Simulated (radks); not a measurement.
Problem. The mean radii <r> (bohr) of the occupied orbitals of an atom or ion are listed with their occupations. Calculated with a radial shooting solver on a logarithmic mesh with Libxc functionals: Dirac Kohn-Sham, PBE, spin-unpolarised, spherical densities, point nucleus.

| orbital | occ. | <r> |
|---|---|---|
| 1s1/2 | 2 | 0.02457 |
| 2s1/2 | 2 | 0.1047 |
| 2p1/2 | 2 | 0.08795 |
| 2p3/2 | 4 | 0.09416 |
| 3s1/2 | 2 | 0.2783 |
| 3p1/2 | 2 | 0.2681 |
| 3p3/2 | 4 | 0.2803 |
| 3d3/2 | 4 | 0.2514 |
| 3d5/2 | 6 | 0.2552 |
| 4s1/2 | 2 | 0.6355 |
| 4p1/2 | 2 | 0.6537 |
| 4p3/2 | 4 | 0.6804 |
| 4d3/2 | 4 | 0.7324 |
| 4d5/2 | 6 | 0.7418 |
| 5s1/2 | 2 | 1.487 |
| 5p1/2 | 2 | 1.656 |
| 5p3/2 | 4 | 1.733 |
| 5d3/2 | 0.8 | 2.639 |
| 6s1/2 | 2 | 4.172 |
| 5d5/2 | 1.2 | 2.697 |

Name the element and its charge. Open shells, if any, are shared by 2j + 1.

Solution. Z = 58, cerium, charge 0: Ce in [Xe] 5d2 6s2. The 1s radius gives Z: for a bare nucleus <r> = (2 gamma + 1)/(2Z) with gamma = sqrt(1 - (Z/c)^2), 0.02424 bohr for Z = 58, and screening makes it slightly larger (0.02457 here). The occupations add up to 58, and the charge is Z minus that.
